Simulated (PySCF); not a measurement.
Computed shifts of a molecule C₃H₁₀OSi₂, PBE/pcSseg-1 (PySCF), GIAO, gas phase, atoms alike by connectivity averaged where their shifts nearly agree, in ppm (number of nuclei): ¹³C: 241.8 (1), 45.3 (1), -8.5 (1). ²⁹Si: -72.5 (1), -81.8 (1). ¹H: 4.74 (2), 4.32 (2), 2.75 (3), 0.48 (3). References: ¹³C against TMS (σ = 182.0 ppm); ²⁹Si against TMS (σ = 335.4 ppm); ¹⁷O against H2O (σ = 334.3 ppm); ¹H against TMS (σ = 31.49 ppm), references at their B3LYP-D3(BJ)/def2-TZVP geometries, non-relativistic. Geometry: ωB97X-D3(BJ)/def2-SVP. Other conformers were not sampled.

Identify the compound among the candidates.
A) CC1(O)[SiH2]C[SiH2]1
B) C=C[C@@H]([SiH3])O[SiH3]
C) C[SiH2][SiH2]C(C)=O
D) C=C(C)O[SiH2][SiH3]

C, C[SiH2][SiH2]C(C)=O
